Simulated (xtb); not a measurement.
C$_{2}$H$_{4}$N, charge +1, singlet, geometry from GFN2-xTB; GFN2-xTB (xtb).

The xtb input:
```
$ xtb mol.xyz --gfn 2 --chrg 1 --json

# file mol.xyz
7

C      0.00334141     0.00125523    -1.23755640
C     -0.00040118    -0.00015071     0.14858327
N     -0.00350170    -0.00131545     1.29692576
H      0.00839961     1.03012222    -1.61351707
H      0.89303023    -0.51610608    -1.61269688
H     -0.88835179    -0.50910325    -1.61749951
H     -0.00620750    -0.00233191     2.29907192
```

The log (banner, timings and long lists left out):

```
   ID    Z sym.   atoms
    1    6 C      1, 2
    2    7 N      3
    3    1 H      4-7

           -------------------------------------------------
          |                Calculation Setup                |
           -------------------------------------------------

           -------------------------------------------------
          |                 G F N 2 - x T B                 |
           -------------------------------------------------

          ...................................................
          :                      SETUP                      :
          :.................................................:
          :  # basis functions                  16          :
          :  # atomic orbitals                  16          :
          :  # shells                           10          :
          :  # electrons                        16          :
          :  max. iterations                   250          :
          :  Hamiltonian                  GFN2-xTB          :
          :  restarted?                      false          :
          :  GBSA solvation                  false          :
          :  PC potential                    false          :
          :  electronic temp.          300.0000000     K    :
          :  accuracy                    1.0000000          :
          :  -> integral cutoff          0.2500000E+02      :
          :  -> integral neglect         0.1000000E-07      :
          :  -> SCF convergence          0.1000000E-05 Eh   :
          :  -> wf. convergence          0.1000000E-03 e    :
          :  Broyden damping             0.4000000          :
          :  net charge                          1          :
          :  unpaired electrons                  0          :
          ...................................................

 iter      E             dE          RMSdq      gap      omega  full diag
   1     -8.8298054 -0.882981E+01  0.750E+00    7.40       0.0  T
   2     -8.8929117 -0.631064E-01  0.535E+00    6.52       1.0  T
   3     -8.9433005 -0.503888E-01  0.284E+00    6.18       1.0  T
   4     -8.9476796 -0.437906E-02  0.525E-01    6.12       1.0  T
   5     -8.9483129 -0.633274E-03  0.136E-01    6.08       1.0  T
   6     -8.9483365 -0.236238E-04  0.495E-02    6.11       1.0  T
   7     -8.9483366 -0.119203E-06  0.265E-02    6.10       1.4  T
   8     -8.9483402 -0.359859E-05  0.497E-03    6.11       7.6  T
   9     -8.9483403 -0.103071E-06  0.128E-03    6.11      29.5  T
  10     -8.9483403 -0.807908E-08  0.167E-04    6.11     226.5  T
  11     -8.9483403 -0.751044E-10  0.989E-05    6.11     382.0  T

   *** convergence criteria satisfied after 11 iterations ***

         :::::::::::::::::::::::::::::::::::::::::::::::::::::
         ::                     SUMMARY                     ::
         :::::::::::::::::::::::::::::::::::::::::::::::::::::
         :: total energy              -8.745653535189 Eh    ::
         :: gradient norm              0.000176260262 Eh/a0 ::
         :: HOMO-LUMO gap              6.106362892433 eV    ::
         ::.................................................::
         :: SCC energy                -8.948340266026 Eh    ::
         :: -> isotropic ES            0.121175731898 Eh    ::
         :: -> anisotropic ES         -0.027903790664 Eh    ::
         :: -> anisotropic XC          0.024999539002 Eh    ::
         :: -> dispersion             -0.001558652179 Eh    ::
         :: repulsion energy           0.202686730837 Eh    ::
         :: add. restraining           0.000000000000 Eh    ::
         :: total charge               1.000000000000 e     ::
         :::::::::::::::::::::::::::::::::::::::::::::::::::::

           -------------------------------------------------
          |                Property Printout                |
           -------------------------------------------------

    * Orbital Energies and Occupations

         #    Occupation            Energy/Eh            Energy/eV
      -------------------------------------------------------------
         1        2.0000           -0.9300809             -25.3088
         2        2.0000           -0.8820189             -24.0010
         3        2.0000           -0.8124949             -22.1091
         4        2.0000           -0.7890987             -21.4725
         5        2.0000           -0.7890987             -21.4725
         6        2.0000           -0.7535370             -20.5048
         7        2.0000           -0.7042021             -19.1623
         8        2.0000           -0.7042021             -19.1623 (HOMO)
         9                         -0.4797974             -13.0560 (LUMO)
        10                         -0.4797974             -13.0560
        11                         -0.2371333              -6.4527
        12                         -0.0579789              -1.5777
        13                          0.0039134               0.1065
        14                          0.0039135               0.1065
        15                          0.0706679               1.9230
        16                          1.0622474              28.9052
      -------------------------------------------------------------
                  HL-Gap            0.2244047 Eh            6.1064 eV
             Fermi-level           -0.5919997 Eh          -16.1091 eV

     #   Z          covCN         q      C6AA      α(0)
     1   6 C        3.752    -0.138    23.217     6.871
     2   6 C        1.891     0.221    25.929     8.224
     3   7 N        1.772    -0.003    21.993     6.944
     4   1 H        0.924     0.196     1.122     1.656
     5   1 H        0.924     0.196     1.122     1.656
     6   1 H        0.924     0.196     1.122     1.656
     7   1 H        0.861     0.333     0.622     1.235

 Mol. C6AA /au·bohr⁶  :        343.684453
 Mol. C8AA /au·bohr⁸  :       7918.226663
 Mol. α(0) /au        :         28.243634

Wiberg/Mayer (AO) data.
largest (>0.10) Wiberg bond orders for each atom

 ---------------------------------------------------------------------------
     #   Z sym  total        # sym  WBO       # sym  WBO       # sym  WBO
 ---------------------------------------------------------------------------
     1   6 C    3.955 --     2 C    1.225     5 H    0.875     4 H    0.875
                             6 H    0.875
     2   6 C    3.909 --     3 N    2.576     1 C    1.225
     3   7 N    3.677 --     2 C    2.576     7 H    0.865
     4   1 H    0.962 --     1 C    0.875
     5   1 H    0.962 --     1 C    0.875
     6   1 H    0.962 --     1 C    0.875
     7   1 H    0.889 --     3 N    0.865
 ---------------------------------------------------------------------------

Topologies differ in total number of bonds
Writing topology from bond orders to xtbtopo.mol

molecular dipole:
                 x           y           z       tot (Debye)
 q only:       -0.000      -0.000       0.035
   full:       -0.000      -0.000       0.119       0.302
molecular quadrupole (traceless):
                xx          xy          yy          xz          yz          zz
 q only:       -4.943       0.000      -4.943      -0.040      -0.015       9.887
  q+dip:       -5.913       0.000      -5.913      -0.048      -0.018      11.826
   full:       -5.011       0.000      -5.011      -0.041      -0.015      10.022

           -------------------------------------------------
          | TOTAL ENERGY               -8.745653535189 Eh   |
          | GRADIENT NORM               0.000176260262 Eh/α |
          | HOMO-LUMO GAP               6.106362892433 eV   |
           -------------------------------------------------

normal termination of xtb
```
